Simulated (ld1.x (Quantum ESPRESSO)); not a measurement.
## Which change was made? (Sn, ultrasoft)

tin, ultrasoft, made with ld1.x (Quantum ESPRESSO) 7.5 (PBE, scalar-relativistic). Core [Kr] 4d10, reference 5s1.75 5p2.25. Waves: 5s (bound): rcut 1.60, rcutus 1.95 bohr; 5s channel at -0.35 Ry: rcut 1.60, rcutus 1.95 bohr; 5p (bound): rcut 1.65, rcutus 2.20 bohr; 5p channel at 2.6 Ry: rcut 1.65, rcutus 2.20 bohr; 5d channel at 0.45 Ry: rcut 1.85, rcutus 2.00 bohr. Local part: all-electron potential smoothed inside 2.15 bohr (lloc = -2). Core correction: a·sin(br)/r model core, default radius (core density twice the valence density). Augmentation charge: built from norm-conserving waves at rcut, not smoothed further.

Cutoffs, loose and tight: the cutoffs (Ry, on a coarse ladder) from which the occupation-weighted sum of valence levels, in a spherical-Bessel basis at the reference potential, stays within 10 and 1 mRy of its value at 400 Ry. They do not see the model core or the augmentation charge, which bear on the density cutoff. Test errors are all-electron minus pseudo excitation energies from the reference, over the configurations 5s2 5p2; 5s2 5p1; 5s2 5p0; 5s1 5p3; 5s0 5p4; 5s2 5p1.5; 5s1 5p2; variants that change the core or the reference have their own tests.

The base gives: outcome: generated; cutoff, loose: 8 Ry; cutoff, tight: 15 Ry; bound ghosts: d; largest test error (meV): -58.

Problem. After one change the result is: outcome: generated; cutoff, loose: 8 Ry; cutoff, tight: 15 Ry; bound ghosts: none; largest test error (meV): -58. Which change was it?
A. wave 5d channel at 0.45 Ry: rcut 1.85, rcutus 2.00 bohr becomes 5d channel at 5.72 Ry: rcut 1.85, rcutus 2.00 bohr
B. reference 5s2 5p2; wave 5d channel at 0.45 Ry: rcut 1.85, rcutus 2.00 bohr becomes 5d channel at 0.45 Ry: rc 2.00 bohr
C. core [Ar] 3d10, valence charge 22; reference 4s2 4p6 4d10 5s1.5 5p2.5; waves now 4s (bound): rcut 1.20, rcutus 1.45 bohr; 5s (bound): rcut 1.20, rcutus 1.45 bohr; 4p (bound): rcut 1.40, rcutus 1.65 bohr; 5p (bound): rcut 1.40, rcutus 1.65 bohr; 4d (bound): rcut 0.85, rcutus 1.15 bohr; 4d channel at -1.4 Ry: rcut 0.85, rcutus 1.15 bohr; 4f channel at 0.3 Ry: rcut 1.25, rcutus 1.70 bohr; 4f channel at 1.1 Ry: rcut 1.25, rcutus 1.70 bohr; local potential all-electron potential smoothed inside 1.35 bohr (lloc = -2); core correction a·sin(br)/r model core inside 0.80 bohr
D. local potential all-electron potential smoothed inside 1.52 bohr (lloc = -2)

Solution. A. The others give: core [Ar] 3d10, valence charge 22; reference 4s2 4p6 4d10 5s1.5 5p2.5; waves now 4s (bound): rcut 1.20, rcutus 1.45 bohr; 5s (bound): rcut 1.20, rcutus 1.45 bohr; 4p (bound): rcut 1.40, rcutus 1.65 bohr; 5p (bound): rcut 1.40, rcutus 1.65 bohr; 4d (bound): rcut 0.85, rcutus 1.15 bohr; 4d channel at -1.4 Ry: rcut 0.85, rcutus 1.15 bohr; 4f channel at 0.3 Ry: rcut 1.25, rcutus 1.70 bohr; 4f channel at 1.1 Ry: rcut 1.25, rcutus 1.70 bohr; local potential all-electron potential smoothed inside 1.35 bohr (lloc = -2); core correction a·sin(br)/r model core inside 0.80 bohr → outcome: generated, misses its reference levels by 7.39 eV; bound ghosts: not determined; largest test error (meV): test run stopped at test 1 of 7 (negative rho) | reference 5s2 5p2; wave 5d channel at 0.45 Ry: rcut 1.85, rcutus 2.00 bohr becomes 5d channel at 0.45 Ry: rc 2.00 bohr → outcome: generated; cutoff, loose: 10 Ry; cutoff, tight: 18 Ry; bound ghosts: d; largest test error (meV): -373 | local potential all-electron potential smoothed inside 1.52 bohr (lloc = -2) → outcome: generated, overlap not positive; bound ghosts: not determined (overlap not positive); largest test error (meV): -58. A file whose overlap is not positive is unfit for use, and its test errors describe a broken file.
